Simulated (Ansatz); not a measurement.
The cluster Ba3⁺. Charge 1, multiplicity 2. Geometry r2SCAN/def2-TZVP; atoms count from 1.

Cartesian coordinates in Å:
```
Ba -1.3416 -0.0340 -2.1575
Ba -0.1914 -1.7450 1.8368
Ba 1.5330 1.7789 0.3207
```

In the def2 sets Ba takes a core potential; there is no spin–orbit coupling. The charge 1 doublet is spin-contaminated (final ⟨S²⟩ up to 1.58, 0.75 for a pure state). The geometry of the doublet was relaxed on an unsound state (⟨S²⟩ 1.94, where a pure state has 0.75). The structure comes from a short search, and lower isomers may exist.

(1) Estimate the Mulliken populations from the PBE0/def2-TZVP orbitals of Ansatz.

(2) Where does the spin sit?

(3) And the Mayer bond orders between bonded heavy atoms (over 0.3)?

## Answers

(1) 
```
atom  charge (e)  spin (α − β)
 Ba1        0.30          0.38
 Ba2        0.30          0.38
 Ba3        0.41          0.23
```
Mulliken values and Mayer orders depend strongly on the basis.

(2) Summed by element: Ba 1.00, of 1 unpaired in all. Largest on single atoms: Ba2 0.38, Ba1 0.38, Ba3 0.23.

(3) Ba1–Ba2 0.67 (4.50 Å); Ba1–Ba3 0.93 (4.21 Å); Ba2–Ba3 0.93 (4.21 Å).
